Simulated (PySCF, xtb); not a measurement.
C3H7BF2O, SMILES C[C@@H](O)B(F)CF.

GFN2-xTB run with xtb at its own geometry gives an orbital gap of 4.28 eV and a dipole moment of 1.16 D.

The structure is a stationary point at r2SCAN-D4/def2-SVP. The structure was generated by enumeration; whether it is a known compound was not checked. Other conformers were not sampled.

Task: What does ωB97X/def2-TZVP run with PySCF give? (The exact figures need the calculation; the answer reports its results.)

Result: gap 12.36 eV (levels -10.52 and 1.84 eV), dipole 1.25 D.
